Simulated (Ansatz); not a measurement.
Relaxation of the cluster Ge3Sb2⁻ with UKS r2SCAN-D4/def2-SVPD.

```sh
$ ansatz run in.yaml --threads 4 --pin off --events-out ev --progress --plain --max-ram 4787MiB
```

```yaml
crystal:
  periodic: [false, false, false]
  atoms:
    - {symbol: Sb, position_ang: [-1.378570, -0.141980, -0.908690]}
    - {symbol: Sb, position_ang: [0.964380, -1.680100, -0.451120]}
    - {symbol: Ge, position_ang: [-0.334370, 1.639960, 0.804190]}
    - {symbol: Ge, position_ang: [-0.360470, -0.663480, 1.512870]}
    - {symbol: Ge, position_ang: [1.109040, 0.845600, -0.957240]}
basis:
  gaussian: {orbitals: def2-SVPD}
total_charge: -1
magnetization: {spin_polarized: true, initial_magnetization: 1}
hamiltonian: {xc: r2scan, dispersion: d4}
scf: {lower_state_search: "off"}
output: {orbitals: {seedname: orbitals}}
relax: {f_tol: 0.02, max_steps: 100}
```

Hardware: 4 threads of Arm Neoverse V1 on a shared host. Wall time 66 s.

Positions (Å) and forces (eV/Å) at steps 1, 2, 3, 4, 6 of 6:

```xyz
5
step=1 energy=-182618.3204 eV
Sb   -1.379   -0.142   -0.909   -1.281   -0.396   -1.001
Sb    0.964   -1.680   -0.451    0.644   -1.471   -0.527
Ge   -0.334    1.640    0.804   -0.350    1.702    0.822
Ge   -0.360   -0.663    1.513   -0.067   -0.490    1.291
Ge    1.109    0.846   -0.957    1.054    0.655   -0.585
5
step=2 energy=-182618.4788 eV
Sb   -1.514   -0.171   -1.006    1.286   -0.135    0.684
Sb    1.039   -1.853   -0.513   -0.801    0.791    0.005
Ge   -0.363    1.773    0.868   -0.234   -0.081   -0.194
Ge   -0.321   -0.634    1.569    0.114   -0.043   -0.649
Ge    1.159    0.885   -0.917   -0.365   -0.531    0.155
5
step=3 energy=-182618.6236 eV
Sb   -1.426   -0.211   -0.978    0.187    0.015    0.120
Sb    0.924   -1.909   -0.616   -0.097    0.128    0.019
Ge   -0.498    1.856    0.838    0.040   -0.176   -0.086
Ge   -0.161   -0.547    1.488   -0.169   -0.090    0.148
Ge    1.161    0.810   -0.732    0.038    0.124   -0.202
5
step=4 energy=-182618.6538 eV
Sb   -1.410   -0.202   -0.963    0.005    0.011    0.010
Sb    0.929   -1.863   -0.585    0.009    0.061    0.042
Ge   -0.462    1.811    0.832    0.045   -0.052   -0.006
Ge   -0.227   -0.590    1.532   -0.013    0.007   -0.051
Ge    1.170    0.844   -0.815   -0.046   -0.027    0.006
5
step=6 energy=-182618.6556 eV
Sb   -1.412   -0.200   -0.963    0.000    0.000    0.001
Sb    0.938   -1.847   -0.570   -0.002    0.007    0.003
Ge   -0.443    1.800    0.836   -0.003    0.005    0.001
Ge   -0.246   -0.599    1.532   -0.001   -0.010    0.005
Ge    1.163    0.847   -0.835    0.007   -0.002   -0.009
```

In the def2 sets Sb takes a core potential; there is no spin–orbit coupling. The highest occupied level of the charge -1 doublet lies above zero (up to 0.33 eV). The electron is either unbound and held by the finite basis, or the level is raised by self-interaction error. The structure comes from a short search, and lower isomers may exist.
